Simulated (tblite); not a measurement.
Input of a run (GFN2-xTB geometry optimisation, gas phase (tblite 0.8.0)), started from a force field or distance geometry:
```
{"job": {"kind": "relax", "xc": "GFN2-xTB", "basis": "xTB"}, "charge": -1, "multiplicity": 1}
C      4.332800     0.118600    -0.633200
C      2.960500     0.622300    -0.430700
C      1.860600     1.025700    -0.244500
P      0.150500     1.660900     0.008000
C     -1.252300     0.517300     0.302200
C     -1.054000    -0.855100     0.308200
C     -2.153000    -1.655900     0.523100
N     -3.397400    -1.179700     0.724900
C     -3.553300     0.154200     0.698800
C     -2.524500     1.047300     0.494200
H      4.998900     0.500200     0.136100
H      4.345400    -0.975000    -0.594500
H      4.701800     0.438900    -1.597400
H     -0.069300    -1.303100     0.159800
H     -2.064900    -2.732600     0.552800
H     -4.576800     0.509700     0.868700
H     -2.712100     2.118400     0.486700
```

Output (eV, eV/Å):
```
step      E/eV     max force
  0    -713.99541    4.161
  1    -713.97254    7.214
  2    -714.23996    1.228
  3    -714.30795    1.351
  4    -714.39061    1.390
  5    -714.43995    0.482
  6    -714.46489    0.435
  7    -714.50098    0.656
  8    -714.52848    0.663
  9    -714.55729    0.369
 10    -714.57752    0.304
 11    -714.59152    0.277
 12    -714.59960    0.247
 13    -714.60368    0.177
 14    -714.60640    0.125
 15    -714.60914    0.164
 16    -714.61214    0.167
 17    -714.61490    0.115
 18    -714.61668    0.100
 19    -714.61773    0.099
 20    -714.61863    0.108
 21    -714.61961    0.109
 22    -714.62073    0.091
 23    -714.62189    0.089
 24    -714.62294    0.102
 25    -714.62383    0.090
 26    -714.62470    0.074
 27    -714.62586    0.081
 28    -714.62767    0.121
 29    -714.63023    0.135
 30    -714.63308    0.113
 31    -714.63584    0.118
 32    -714.63876    0.174
 33    -714.64216    0.189
 34    -714.64592    0.200
 35    -714.64927    0.160
 36    -714.65157    0.126
 37    -714.65322    0.129
 38    -714.65478    0.106
 39    -714.65617    0.176
 40    -714.65732    0.083
 41    -714.65851    0.174
 42    -714.65992    0.124
 43    -714.66244    0.208
 44    -714.66437    0.261
 45    -714.66703    0.231
 46    -714.66948    0.131
 47    -714.67177    0.100
 48    -714.67311    0.084
 49    -714.67370    0.080
 50    -714.67398    0.058
 51    -714.67410    0.024
 52    -714.67414    0.015
 53    -714.67416    0.012
 54    -714.67417    0.008
```

Task: Summarise the run.

Result: The energy falls by 0.679 eV over 54 L-BFGS steps, the largest force on an atom goes from 4.16 to 0.008 eV/Å, and the atoms move by 0.371 Å rms after alignment. The bond that changes most is C3–P4 (ends: alkyne carbon; phosphorus bonded to 2 C), which shortens by 0.094 Å. Bonds longer at the end by more than 0.005 Å: 6 of 17; shorter: 9. Among the angles that change most is C3–P4–C5, from 121.1° to 99.8°. The energy rose by more than 1e-5 eV at step 1.

Task: What are the final bond lengths?

Result: C1–C2 1.454 Å, C2≡C3 1.210 Å, C3–P4 1.747 Å, P4–C5 1.760 Å, C5–C6 1.414 Å, C6–C7 1.370 Å, C7–N8 1.337 Å, N8–C9 1.338 Å, C9–C10 1.369 Å, C5–C10 1.416 Å, C1–H11 1.094 Å, C1–H12 1.093 Å, C1–H13 1.094 Å, C6–H14 1.082 Å, C7–H15 1.089 Å, C9–H16 1.089 Å, C10–H17 1.084 Å. Numbering counts from 1 in the input's order; the species is `CC#C[P-]c1ccncc1`.

Hardware: an Arm Neoverse V1 with one thread, shared host. Cost: 0.45 s wall.

Its GFN2-xTB frequencies are all real (lowest 16 cm⁻¹).

Shape of the structure used: `[CH3:1][C:2]#[C:3][P-:4][c:5]1[cH:6][cH:7][n:8][cH:9][cH:10]1`: C3–P4–C5–C6 0°.

One conformer stands for the species.

The numbers are calculated, not measured.
